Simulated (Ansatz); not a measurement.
A further run on `C=CCCCCCCCCC[Si](Cl)(Cl)Cl`.

```yaml
crystal:
  periodic: [false, false, false]
  atoms:
    - {symbol: C, position_ang: [-5.509744, -1.535547, 1.516682]}
    - {symbol: C, position_ang: [-4.737228, -0.657746, 0.852703]}
    - {symbol: C, position_ang: [-4.351698, 0.706629, 1.353725]}
    - {symbol: C, position_ang: [-2.847887, 0.869825, 1.655311]}
    - {symbol: C, position_ang: [-1.929135, 0.727891, 0.438367]}
    - {symbol: C, position_ang: [-0.449649, 0.958274, 0.756687]}
    - {symbol: C, position_ang: [0.470663, 0.822249, -0.459141]}
    - {symbol: C, position_ang: [1.951794, 1.042816, -0.138816]}
    - {symbol: C, position_ang: [2.883956, 1.008651, -1.358002]}
    - {symbol: C, position_ang: [2.859049, -0.291270, -2.177052]}
    - {symbol: C, position_ang: [3.188363, -1.575711, -1.395949]}
    - {symbol: Si, position_ang: [4.906606, -1.695820, -0.658427]}
    - {symbol: Cl, position_ang: [6.320457, -1.024087, -2.018327]}
    - {symbol: Cl, position_ang: [5.123978, -0.595675, 1.087843]}
    - {symbol: Cl, position_ang: [5.320449, -3.673186, -0.198654]}
    - {symbol: H, position_ang: [-5.937208, -1.291019, 2.504346]}
    - {symbol: H, position_ang: [-5.749078, -2.526948, 1.101047]}
    - {symbol: H, position_ang: [-4.336713, -0.952055, -0.135268]}
    - {symbol: H, position_ang: [-4.935461, 0.937791, 2.269917]}
    - {symbol: H, position_ang: [-4.641626, 1.469658, 0.594548]}
    - {symbol: H, position_ang: [-2.686830, 1.870697, 2.113675]}
    - {symbol: H, position_ang: [-2.553139, 0.127461, 2.429946]}
    - {symbol: H, position_ang: [-2.047946, -0.283772, -0.009569]}
    - {symbol: H, position_ang: [-2.251139, 1.444420, -0.351993]}
    - {symbol: H, position_ang: [-0.320022, 1.969217, 1.205944]}
    - {symbol: H, position_ang: [-0.126236, 0.240885, 1.544850]}
    - {symbol: H, position_ang: [0.322211, -0.185782, -0.908020]}
    - {symbol: H, position_ang: [0.151617, 1.544165, -1.245737]}
    - {symbol: H, position_ang: [2.285978, 0.294328, 0.613563]}
    - {symbol: H, position_ang: [2.070043, 2.026773, 0.365880]}
    - {symbol: H, position_ang: [3.923860, 1.213426, -1.021695]}
    - {symbol: H, position_ang: [2.620679, 1.846826, -2.040037]}
    - {symbol: H, position_ang: [1.858668, -0.421133, -2.643243]}
    - {symbol: H, position_ang: [3.572698, -0.195154, -3.022319]}
    - {symbol: H, position_ang: [2.472152, -1.752623, -0.563696]}
    - {symbol: H, position_ang: [3.107519, -2.464448, -2.059070]}
basis:
  gaussian: {orbitals: def2-SVPD, fitting: {mean_field: def2-universal-jkfit}, nuclear_model: gaussian}
hamiltonian: {xc: {name: PBE0-DH}}
scf: {lower_state_search: off}
output: {forces: true}
```

```sh
$ ansatz run in.yaml --threads 2 --pin off --events-out ev --progress --plain --max-ram 32768MiB --backend cuda --devices 0, --max-vram 18GiB
```

It prints (some lines left out):

```
Functional definition: PBE0-DH
  name "PBE0-DH"
  cite "Brémond & Adamo, J. Chem. Phys. 135, 024106 (2011) doi:10.1063/1.3604569"
  cite "Perdew, Burke & Ernzerhof, Phys. Rev. Lett. 77, 3865 (1996) doi:10.1103/PhysRevLett.77.3865"
  parameter a = 1/2
  parameter c = 1/8
  exchange = (1 - a)*pbe_x + a*exact_x
  correlation = (1 - c)*pbe_c + c*(mp2_os + mp2_ss)
these checks for a lower state are left out or cut short: starts, cluster_reference, orbital_swaps, neighbouring_geometries, increment
1715 factors; integrals over basis functions are off by at most 2.4e-1 eV
mean field evaluation 1: about -57126.3595 eV, gradient 6.4e1 eV
mean field evaluation 2: about -57126.3621 eV, gradient 6.4e1 eV
mean field evaluation 4: about -57137.0168 eV, gradient 5.0e0 eV
mean field evaluation 8: about -57137.0862 eV, gradient 1.7e-1 eV
mean field evaluation 16: about -57137.0863 eV, gradient 2.3e-5 eV
mean field -57137.08625599 eV, -2099.7491909995 hartree, gradient 6.1e-6 eV, S^2 0.000000; 0 other end points of the search recorded, 0 dependent functions left out
31 core orbitals not correlated: weight in the atoms' cores, before any rotation towards them, 1.000 or more for the frozen orbitals, at most 0.000 for the correlated occupied ones
reference -57137.08630468 eV, -2099.7491927890 hartree; 45, 45 occupied and 417, 417 virtual orbitals, 1715 factors
second order -73.10188579 eV of doubles, -0.00000000 eV of singles
the calculation of the forces begins
Total energy: -57146.22404041 eV, -2100.0849983830 hartree
Atom 0 at    -5.509744    -1.535547     1.516682 Å, force     0.147463     0.221039    -0.116802 eV/Å
Atom 1 at    -4.737228    -0.657746     0.852703 Å, force    -0.118013    -0.381667     0.058371 eV/Å
Atom 2 at    -4.351698     0.706629     1.353725 Å, force    -0.067096     0.225898     0.017403 eV/Å
Atom 3 at    -2.847887     0.869825     1.655311 Å, force     0.076537    -0.007345     0.203251 eV/Å
Atom 4 at    -1.929135     0.727891     0.438367 Å, force    -0.087627    -0.068698    -0.265260 eV/Å
Atom 5 at    -0.449649     0.958274     0.756687 Å, force     0.101347     0.065562     0.256481 eV/Å
Atom 6 at     0.470663     0.822249    -0.459141 Å, force    -0.121046    -0.063611    -0.255802 eV/Å
Atom 7 at     1.951794     1.042816    -0.138816 Å, force     0.046009     0.006221     0.225576 eV/Å
Atom 8 at     2.883956     1.008651    -1.358002 Å, force     0.084998     0.121029    -0.058090 eV/Å
Atom 9 at     2.859049    -0.291270    -2.177052 Å, force    -0.057216    -0.013783    -0.179484 eV/Å
Atom 10 at     3.188363    -1.575711    -1.395949 Å, force    -0.040749    -0.138472     0.112520 eV/Å
Atom 11 at     4.906606    -1.695820    -0.658427 Å, force    -0.131508     0.055580    -0.056921 eV/Å
Atom 12 at     6.320457    -1.024087    -2.018327 Å, force    -0.206955    -0.138952     0.283246 eV/Å
Atom 13 at     5.123978    -0.595675     1.087843 Å, force     0.005954    -0.221289    -0.326802 eV/Å
Atom 14 at     5.320449    -3.673186    -0.198654 Å, force    -0.021282     0.354002    -0.064167 eV/Å
Atom 15 at    -5.937208    -1.291019     2.504346 Å, force     0.192352    -0.083883    -0.427227 eV/Å
Atom 16 at    -5.749078    -2.526948     1.101047 Å, force     0.121554     0.439042     0.151390 eV/Å
Atom 17 at    -4.336713    -0.952055    -0.135268 Å, force    -0.184698     0.108749     0.421320 eV/Å
Atom 18 at    -4.935461     0.937791     2.269917 Å, force     0.249224    -0.111933    -0.358748 eV/Å
Atom 19 at    -4.641626     1.469658     0.594548 Å, force     0.108714    -0.320511     0.303752 eV/Å
Atom 20 at    -2.686830     1.870697     2.113675 Å, force    -0.078604    -0.386847    -0.204883 eV/Å
Atom 21 at    -2.553139     0.127461     2.429946 Å, force    -0.116458     0.281255    -0.323510 eV/Å
Atom 22 at    -2.047946    -0.283772    -0.009569 Å, force     0.055907     0.386861     0.206882 eV/Å
Atom 23 at    -2.251139     1.444420    -0.351993 Å, force     0.129831    -0.255707     0.333648 eV/Å
Atom 24 at    -0.320022     1.969217     1.205944 Å, force    -0.063477    -0.387924    -0.206668 eV/Å
Atom 25 at    -0.126236     0.240885     1.544850 Å, force    -0.131878     0.260290    -0.326010 eV/Å
Atom 26 at     0.322211    -0.185782    -0.908020 Å, force     0.076897     0.380057     0.202796 eV/Å
Atom 27 at     0.151617     1.544165    -1.245737 Å, force     0.135120    -0.257148     0.327757 eV/Å
Atom 28 at     2.285978     0.294328     0.613563 Å, force    -0.144215     0.273564    -0.317103 eV/Å
Atom 29 at     2.070043     2.026773     0.365880 Å, force    -0.049207    -0.377335    -0.229416 eV/Å
Atom 30 at     3.923860     1.213426    -1.021695 Å, force    -0.418573    -0.090895    -0.116400 eV/Å
Atom 31 at     2.620679     1.846826    -2.040037 Å, force     0.097474    -0.350115     0.273973 eV/Å
Atom 32 at     1.858668    -0.421133    -2.643243 Å, force     0.399563     0.055969     0.206115 eV/Å
Atom 33 at     3.572698    -0.195154    -3.022319 Å, force    -0.286949    -0.020943     0.346619 eV/Å
Atom 34 at     2.472152    -1.752623    -0.563696 Å, force     0.266110     0.085489    -0.315594 eV/Å
Atom 35 at     3.107519    -2.464448    -2.059070 Å, force     0.030495     0.356449     0.217788 eV/Å
Dipole moment:    -0.434284     0.191147    -0.184327 e Å
Checks for a lower state left out: starts, cluster_reference, orbital_swaps, neighbouring_geometries, increment
```

Hardware: 2 threads of AMD EPYC 7R13 on a shared host and a share (18 GiB) of an NVIDIA H100 80GB HBM3. Wall time 19 s, peak host memory 3.1 GiB.

Correlated methods freeze 31 core orbitals.
